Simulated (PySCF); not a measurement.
Task: Give a PBE0-D3(BJ)/def2-SVP geometry of `CB(C)[SiH2]N`.

Result: 
Z-matrix in Å and degrees, rows numbered from 1:
```
C 
B   1  1.5666
C   2  1.5644  1  120.80
Si  2  2.0299  1  119.34  3  -178.34
N   4  1.7464  2  110.81  1  -166.44
H   1  1.1101  2  104.02  3   -92.73
H   1  1.1020  2  114.41  3    22.74
H   1  1.1008  2  115.62  3   151.95
H   3  1.1018  2  114.91  1    23.89
H   3  1.0998  2  115.74  1   154.90
H   3  1.1113  2  102.88  1   -90.94
H   4  1.5031  2  109.46  1    75.98
H   4  1.5120  2  109.88  1   -38.31
H   5  1.0150  4  117.28  2    52.92
H   5  1.0149  4  118.71  2  -172.02
```

B2 (three-coordinate boron) is planar (angles 120.8°, 119.8° and 119.3°, sum 360.0°, 0.01 Å off the plane of its three neighbours). Si4 (SiH2 silicon) is distorted tetrahedral (angles from 104.6° to 115.0°). N5 (silicon-bound nitrogen) is pyramidal (angles 118.7°, 117.3° and 109.4°, sum 345.4°, 0.27 Å off the plane of its three neighbours).

Theory: PBE0-D3(BJ)/def2-SVP geometry optimisation, gas phase (PySCF 2.14.0).

Point group: C1 (no symmetry element, even within 0.4 Å). PBE0-D3(BJ)/def2-SVP frequencies: not computed here. The numbers are those of one conformer (C1–B2–Si4–N5 -166°, B2–Si4–N5–H 53° and -172°).
